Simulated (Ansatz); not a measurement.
Calculated with Ansatz (gas phase, PBE0-D4/def2-TZVP geometries, no zero-point term in ΔE). CCSD(T)/CBS is the MP2 limit (def2-TZVPP, def2-QZVPP) plus CCSD(T) − MP2 in def2-TZVPP, frozen cores. Functionals use def2-TZVPP. B3LYP here is the variant with VWN-RPA as its local correlation; programs differ in this. One conformer a species, not always the lowest.

`[AlH2][NH][SiH2][SiH3]` + `CNCO` → `OC[NH][AlH2]` + `CN[SiH2][SiH3]`  (formal exchange of groups at the Al–N bond)

```csv
level,ΔE (kcal/mol)
r2SCAN-D4,4.2
B3LYP-D4,3.6
PBE0,4.1
MP2/def2-QZVPP,4.6
```

**Question.** What does CCSD(T)/CBS give? (Best estimate.)

**Answer.** The calculation gave: +4.6 kcal/mol. The listed levels differ from it by -0.4, -1.0, -0.5, 0.0 kcal/mol.

Largest T1 diagnostic among the species: 0.013.

From PBE to PBE0 (25 % exact exchange), in def2-TZVPP and without D4, ΔE moves by +0.7 kcal/mol.
